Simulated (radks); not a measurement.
Values are calculated unless marked as measured or tabulated.
Neutral osmium inside a hard spherical wall (all orbitals vanish at R), configuration held at [Xe] 4f14 5d6 6s2 and not refilled when levels cross. Code: a radial shooting solver on a logarithmic mesh with Libxc functionals. Model: scalar-relativistic Kohn-Sham, LDA (Slater exchange, Perdew-Wang correlation), spin-unpolarised, spherical densities, finite nucleus; Fermi nuclear charge, rms radius 5.4126 fm. Eigenvalues in eV, with the zero of energy where the potential of the charges vanishes at infinity; a dash marks a level that is unbound or too diffuse for the functional's potential to be trusted. A positive occupied level is held by the wall or, in an anion where self-interaction has pushed it up, behind a barrier. The pressure on the wall is -dE/dV.

| R (bohr) | E (hartree) | kinetic (hartree) | e(4f) | e(5p) | e(5d) | e(6s) | e(6p, empty) | e(7s, empty) | pressure (GPa) |
|---|---|---|---|---|---|---|---|---|---|
| free | -17240.9002 | 19096.309 | -52.304 | -51.060 | -6.465 | -6.376 | -1.394 | -0.020 | 0 |
| 20 | -17240.9002 | 19096.309 | -52.304 | -51.060 | -6.465 | -6.376 | -1.394 | 0.105 | < 0.0001 |
| 15 | -17240.9002 | 19096.309 | -52.304 | -51.060 | -6.465 | -6.375 | -1.391 | 0.338 | < 0.0001 |
| 10 | -17240.9001 | 19096.311 | -52.291 | -51.047 | -6.452 | -6.364 | -1.293 | 1.637 | 0.00502 |
| 7 | -17240.8915 | 19096.385 | -51.939 | -50.703 | -6.138 | -6.050 | -0.434 | 6.377 | 0.547 |
| 4 | -17240.3932 | 19098.844 | -45.117 | -44.457 | -0.318 | 1.607 | 11.702 | 45.004 | 108 |
| 3 | -17238.4867 | 19106.492 | -32.547 | -33.822 | 11.213 | 21.376 | 38.833 | 112.73 | 1070 |
| 1.5 | -17178.8416 | 19307.427 | 87.462 | 92.705 | 170.53 | 368.95 | 432.82 | 874.94 | 186000 |
